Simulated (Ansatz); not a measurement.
`FC(F)(Cl)C[SiH3]` + H₂O → `OC(F)(F)Cl` + `C[SiH3]`  (formal hydrolysis of a C–C bond)

Computed with Ansatz on PBE0-D4/def2-TZVP structures; ΔE is electronic, products minus reactants. CCSD(T)/CBS is the MP2 limit (def2-TZVPP, def2-QZVPP) plus CCSD(T) − MP2 in def2-TZVPP, frozen cores. This one scheme is used for every species. Functionals use def2-TZVPP. B3LYP here is the variant with VWN-RPA as its local correlation; programs differ in this. One conformer a species, not always the lowest.

Q: Is it downhill or uphill in electronic energy at CCSD(T)/CBS, and by how much? (An estimate is asked.)

A: Computed: Uphill: ΔE = +4.0 kcal/mol.

Q: What do these levels give: B3LYP-D4, B2PLYP, r2SCAN, HF/def2-TZVPP, MP2/def2-TZVPP, CCSD/def2-TZVPP, CCSD(T)/def2-TZVPP, HF/def2-QZVPP, MP2/def2-QZVPP, HF/CBS(def2), MP2/CBS(def2), CCSD/CBS(def2)? (Estimate.)

A: The calculation gave: B3LYP-D4 1.4, B2PLYP 0.8, r2SCAN 0.0, HF/def2-TZVPP -2.2, MP2/def2-TZVPP 3.4, CCSD/def2-TZVPP 1.9, CCSD(T)/def2-TZVPP 2.3, HF/def2-QZVPP -1.9, MP2/def2-QZVPP 4.4, HF/CBS(def2) -1.9, MP2/CBS(def2) 5.0, CCSD/CBS(def2) 3.5 kcal/mol.

Largest T1 diagnostic among the species: 0.011.

In def2-TZVPP, CCSD(T) changes the Hartree–Fock value by +4.5 kcal/mol (the triples alone add +0.4 kcal/mol) and MP2 by +5.5 kcal/mol. The D4 term adds +2.0 kcal/mol with B3LYP and +1.1 kcal/mol with PBE0; it sums over pairs of atoms, weighted by their polarisabilities, and B3LYP, whose exchange is more repulsive, gets the larger term.
